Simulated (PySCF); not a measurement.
**Assigning NMR signals**

Numbering as in the mapped SMILES `[CH3:1][O:2][CH:3]([O:4][CH3:5])[O:6][CH:7]([F:8])[F:9]`; H(Xn) means a hydrogen on atom n.

- geometry: GFN2-xTB
- PBE0/pcSseg-1 with gauge-including orbitals
- code: PySCF 2.14.0 with density-fitted response routines
- averaged over atoms made equivalent by symmetry, fast rotation or ring inversion, in vacuum, non-relativistic, one computed conformer

References, each an isolated molecule treated in the same way: $^{13}$C (σ = 186.93 ppm) and $^{1}$H (σ = 31.72 ppm) against TMS.

Task: Assign these signals to the numbered atoms. $^{13}$C{$^{1}$H} NMR (computed): δ 122.5 (CH), 118.3 (CH), 55.8 (CH3).

Result: 
```tsv
δ (ppm)	atoms	environment	reason
122.5	C7	sp3 CH bonded to 2 F and O	3 electronegative neighbours deshield it
118.3	C3	sp3 carbon bearing two oxygens	3 electronegative neighbours deshield it
55.8	C1/C5	methyl carbon bonded to O	deshielded by the electronegative neighbour
```

Task: Assign these signals to the numbered atoms. $^{1}$H NMR (400 MHz, computed): δ 6.81 (m, 1H), 5.61 (s, 1H), 3.66 (s, 6H).

Result: 
```tsv
δ (ppm)	atoms	environment	reason
6.81	H(C7)	hydrogen on an sp3 CH bonded to 2 F and O	its carbon carries F and O, which withdraws density
5.61	H(C3)	hydrogen on an sp3 carbon bearing two oxygens	its carbon carries O, hence the downfield position
3.66	H(C1)/H(C5)	hydrogen on a methyl carbon bonded to O	its carbon carries O, an electronegative neighbour
```

Splittings by $^{19}$F in the carbon and heteronuclear signals aren't shown, as no couplings were computed. Shifts are as computed. Against solution values, carbons near 30 ppm lie about +3 ppm off and those near 130 ppm about +5 ppm (rms about the fit 2.1 ppm; single classes can miss by 10 ppm). Of 1328 compounds with measured shifts, 309 miss one by over three times the rms of a fit or turn the order of signals round; such compounds aren't used in these exercises. Signals without a measured value on file couldn't be tested in this way; 1H shifts scatter by 0.2 ppm about their fit, and single ones miss by 0.5 ppm. Multiplicities follow the n + 1 count of equivalent neighbours, as no J values were calculated; m marks all less simple cases, F and P coupling included.
